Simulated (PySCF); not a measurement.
Family: strange bonding at carbon and silicon. Isolated molecules, 0 K electronic values unless said otherwise. Each species was relaxed from one start; no search for lower structures was made at this level. Strings in code marks are SMILES.

The four lowest singlet excitations (Tamm–Dancoff). These are ωB97X-D3(BJ)/def2-SVP // B3LYP-D3(BJ)/def2-SVP (PySCF) values and carry that method's errors. Excitations are Tamm–Dancoff values on a coarser integration grid. The basis has no diffuse functions, so Rydberg states are missing or too high.

| state | energy (eV) | wavelength (nm) | oscillator strength |
|---|---|---|---|
| S1 | 3.62 | 342 | 0.018 |
| S2 | 3.62 | 342 | 0.018 |
| S3 | 4.52 | 274 | 0.213 |
| S4 | 4.94 | 251 | 0.000 |

Problem. Which member gives these states?
A) pentasila[1.1.1]propellane `[SiH2]1[Si]23[SiH2][Si]12[SiH2]3`
B) diboryne with two imidazolylidenes `[B-](#[B-]c1[nH]cc[nH+]1)c1[nH]cc[nH+]1`
C) [1.1.1]propellane `C1C23CC12C3`

Solution. A, pentasila[1.1.1]propellane `[SiH2]1[Si]23[SiH2][Si]12[SiH2]3`
